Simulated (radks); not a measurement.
Excited configurations of the thulium ion Tm3+: one electron is placed in a higher orbital outside [Xe] 4f11. The ground configuration is [Xe] 4f12. Method: Dirac Kohn-Sham, BLYP, spin-unpolarised, spherical densities, finite nucleus; open shells fill j = l - 1/2 first; Fermi nuclear charge, rms radius 5.2256 fm; computed with a radial shooting solver on a logarithmic mesh with Libxc functionals. Excitation = E - E(ground); binding = E(ion) - E, where the ion is the core of charge +4; n* = 4/sqrt(2 binding) in atomic units, and the quantum defect is n - n*.

5d3/2: excitation (eV) 12.181; binding (eV) 32.918; n* 2.572; quantum defect 2.428; eigenvalue (eV) -27.253
5f5/2: excitation (eV) 30.801; binding (eV) 14.298; n* 3.902; quantum defect 1.098; eigenvalue (eV) -11.756
6s1/2: excitation (eV) 14.654; binding (eV) 30.445; n* 2.674; quantum defect 3.326; eigenvalue (eV) -26.557
6p1/2: excitation (eV) 20.333; binding (eV) 24.766; n* 2.965; quantum defect 3.035; eigenvalue (eV) -21.424
6d3/2: excitation (eV) 29.076; binding (eV) 16.023; n* 3.686; quantum defect 2.314; eigenvalue (eV) -13.866
6f5/2: excitation (eV) 35.579; binding (eV) 9.520; n* 4.782; quantum defect 1.218; eigenvalue (eV) -8.167
7s1/2: excitation (eV) 29.001; binding (eV) 16.097; n* 3.677; quantum defect 3.323; eigenvalue (eV) -14.292
7p1/2: excitation (eV) 31.172; binding (eV) 13.927; n* 3.954; quantum defect 3.046; eigenvalue (eV) -12.283
7d3/2: excitation (eV) 34.947; binding (eV) 10.152; n* 4.631; quantum defect 2.369; eigenvalue (eV) -8.871
7f5/2: excitation (eV) 38.383; binding (eV) 6.716; n* 5.693; quantum defect 1.307; eigenvalue (eV) -5.875

The Delta-SCF ionisation energy is 45.099 eV (NIST Atomic Spectra Database: 42.41 eV, semi-empirical). Self-interaction in the functional shifts the binding energies and quantum defects, so they are the method's values and not measured ones. Spin polarisation and multiplet splitting are left out, so open shells lie too high by an amount that depends on their filling.

Beside tabulated values, note that spin-unpolarised runs miss the spin-polarisation part of the exchange energy of open shells.
